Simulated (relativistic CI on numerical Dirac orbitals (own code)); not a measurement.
**Electric-dipole lines of Ir73+**

These numbers are calculated, not measured: Dirac-Coulomb-Breit CI, orbitals from a KLI potential per configuration, QED by a radiative potential, unscaled Slater integrals (own radial code, finite nucleus).

CI space (outside the closed core 1s2): 2s2, 2s 2p, 2p2, 2p 3s, 2p 3p, 2s 3s, 2s 3p, 2s 3d, 2s 4s, 2s 4p, 2s 4d, 2s 4f, 3s2, 3s 3p, 3p2. Levels of other configurations are missing.

| λ vac (nm) | Lower | Upper | A (s⁻¹) | gf | Branching (%) |
| --- | --- | --- | --- | --- | --- |
| 0.07647 | 2s 2p 3P°_1 [3] | 2s 4d 3D_2 [42] | 6.62e+14 | 2.90e-01 | 67.8 |
| 0.08533 | 2s 2p 3P°_2 [5] | 2s 4d 3D_3 [43] | 6.49e+14 | 4.96e-01 | 75.5 |
| 0.08586 | 2s 2p 1P°_1 [6] | 2s 4d 1D_2 [44] | 5.96e+14 | 3.29e-01 | 68.8 |
| 0.09737 | 2s 2p 3P°_2 [5] | 2p 3p 3P_2 [33] | 2.87e+14 | 2.04e-01 | 46.4 |
| 0.09763 | 2s 2p 3P°_2 [5] | 2p 3p 3D_3 [31] | 5.63e+14 | 5.63e-01 | 96.9 |
| 0.09766 | 2s 2p 3P°_0 [2] | 2p 3p 3P_1 [25] | 3.44e+14 | 1.48e-01 | 61.3 |
| 0.09785 | 2s2 1S_0 [1] | 2s 3p 1P°_1 [20] | 7.72e+14 | 3.32e-01 | 97.0 |
| 0.09788 | 2s 2p 3P°_1 [3] | 2p 3p 3D_2 [26] | 4.71e+14 | 3.38e-01 | 58.8 |
| 0.09810 | 2s 2p 1P°_1 [6] | 2p 3p 3P_2 [33] | 3.14e+14 | 2.26e-01 | 50.7 |
| 0.09909 | 2s 2p 3P°_0 [2] | 2s 3d 3D_1 [21] | 1.25e+15 | 5.52e-01 | 58.4 |
| 0.09933 | 2s 2p 3P°_1 [3] | 2s 3d 3D_2 [22] | 1.94e+15 | 1.44e+00 | 84.2 |
| 0.09938 | 2s 2p 3P°_1 [3] | 2s 3d 3D_1 [21] | 5.82e+14 | 2.58e-01 | 27.2 |
| 0.10169 | 2s 2p 3P°_2 [5] | 2p 3p 3D_2 [30] | 4.39e+14 | 3.40e-01 | 49.3 |
| 0.10170 | 2s 2p 3P°_2 [5] | 2p 3p 3P_1 [29] | 7.15e+14 | 3.33e-01 | 81.1 |
| 0.10207 | 2s 2p 3P°_0 [2] | 2p 3p 3D_1 [17] | 3.51e+14 | 1.65e-01 | 35.9 |
| 0.10215 | 2s2 1S_0 [1] | 2s 3p 3P°_1 [13] | 5.67e+14 | 2.66e-01 | 97.8 |
| 0.10237 | 2s 2p 3P°_1 [3] | 2p 3p 3D_1 [17] | 6.22e+14 | 2.93e-01 | 63.6 |
| 0.10249 | 2s 2p 1P°_1 [6] | 2p 3p 3D_2 [30] | 4.35e+14 | 3.43e-01 | 48.9 |
| 0.11399 | 2s 2p 3P°_2 [5] | 2s 3d 3D_3 [23] | 2.00e+15 | 2.73e+00 | 100.0 |
| 0.11448 | 2s 2p 1P°_1 [6] | 2p 3p 3D_2 [26] | 2.93e+14 | 2.88e-01 | 36.6 |
| 0.11487 | 2s 2p 1P°_1 [6] | 2s 3d 1D_2 [24] | 1.50e+15 | 1.49e+00 | 88.5 |
| 0.11543 | 2s 2p 3P°_2 [5] | 2s 3d 3D_2 [22] | 3.44e+14 | 3.44e-01 | 14.9 |
| 0.28387 | 2s 3s 3S_1 [11] | 2s 4p 3P°_2 [39] | 6.72e+13 | 4.06e-01 | 79.5 |
| 0.28852 | 2s 3p 3P°_1 [13] | 2s 4d 3D_2 [42] | 1.66e+14 | 1.03e+00 | 17.0 |
| 0.28867 | 2s 3p 3P°_0 [14] | 2s 4d 3D_1 [41] | 1.12e+14 | 4.20e-01 | 11.5 |
| 0.29885 | 2s 3s 3S_1 [11] | 2s 4p 3P°_1 [38] | 7.45e+13 | 2.99e-01 | 19.5 |
| 0.32370 | 2s 3p 3P°_2 [19] | 2s 4d 3D_3 [43] | 2.10e+14 | 2.30e+00 | 24.4 |
| 0.32385 | 2s 3p 1P°_1 [20] | 2s 4d 1D_2 [44] | 1.90e+14 | 1.50e+00 | 22.0 |
| 0.32591 | 2s 3d 3D_1 [21] | 2s 4f 3F°_2 [46] | 3.61e+14 | 2.88e+00 | 81.8 |
| 0.32641 | 2s 3d 3D_2 [22] | 2s 4f 3F°_3 [45] | 3.96e+14 | 4.43e+00 | 89.9 |
| 0.33582 | 2s 3d 3D_3 [23] | 2s 4f 3F°_4 [47] | 4.15e+14 | 6.32e+00 | 97.5 |
| 0.33684 | 2s 3d 1D_2 [24] | 2s 4f 1F°_3 [48] | 3.33e+14 | 3.96e+00 | 78.5 |
| 0.34030 | 2p 3p 3D_2 [26] | 2s 4f 1F°_3 [48] | 6.02e+13 | 7.32e-01 | 14.2 |
| 0.59657 | 2s 2p 3P°_2 [5] | 2p2 3P_2 [9] | 1.33e+13 | 3.54e-01 | 52.7 |
| 0.60250 | 2s2 1S_0 [1] | 2s 2p 1P°_1 [6] | 1.73e+13 | 2.82e-01 | 99.0 |
| 0.60559 | 2s 2p 3P°_1 [3] | 2p2 1D_2 [8] | 1.23e+13 | 3.38e-01 | 99.8 |
| 0.61176 | 2s 3s 3S_1 [11] | 2p 3s 3P°_2 [27] | 1.21e+13 | 3.40e-01 | 4.9 |
| 0.61463 | 2s 3p 3P°_1 [13] | 2p 3p 3D_2 [30] | 1.22e+13 | 3.47e-01 | 1.4 |
| 0.62021 | 2s 3p 3P°_2 [19] | 2p 3p 3D_3 [31] | 1.21e+13 | 4.89e-01 | 2.1 |
| 0.62547 | 2s 2p 1P°_1 [6] | 2p2 3P_2 [9] | 1.18e+13 | 3.47e-01 | 46.9 |
| 2.0271 | 2s 3s 3S_1 [11] | 2s 3p 3P°_2 [19] | 2.08e+12 | 6.42e-01 | 31.7 |
| 2.0467 | 2p 3s 3P°_1 [16] | 2p 3p 3D_2 [26] | 1.59e+12 | 4.98e-01 | 0.2 |
| 2.1229 | 2p 3s 3P°_2 [27] | 2p 3p 3D_3 [31] | 1.86e+12 | 8.81e-01 | 0.3 |
| 2.1912 | 2s 3p 3P°_1 [13] | 2s 3d 3D_2 [22] | 1.08e+12 | 3.89e-01 | 0.0 |
| 4.9026 | 2s 4s 3S_1 [35] | 2s 4p 3P°_2 [39] | 5.10e+11 | 9.19e-01 | 0.6 |

Terms are leading LS components. Brackets give the number of a level in order of energy, since labels repeat. The list gives strong lines, with weight on those to low levels, without lines whose two gauges differ by over a factor of 2.5, among the lowest 48 of 58 levels, so that lines to higher ones, which can be the strongest, are missing. Levels whose partners in the same complex of configurations lie outside the list can be far off, and so can their lines. Rates are taken at the computed energies, electric ones in the length gauge.

At this charge energies of transitions that change n are usually good to better than 1 %, and those within a shell (Δn = 0) to a few per cent.

(1) From the table, what is the radiative lifetime of 2p 3p 3D_3?

## Answers

(1) The listed rates from this level add up to about 5.77e+14 s⁻¹, 99 % of its decay; with all channels τ = 1.72e-15 s.

LS names give the leading component of a level, which can be under half, so a name can repeat, a term be missing and a line seem to break the LS rules.
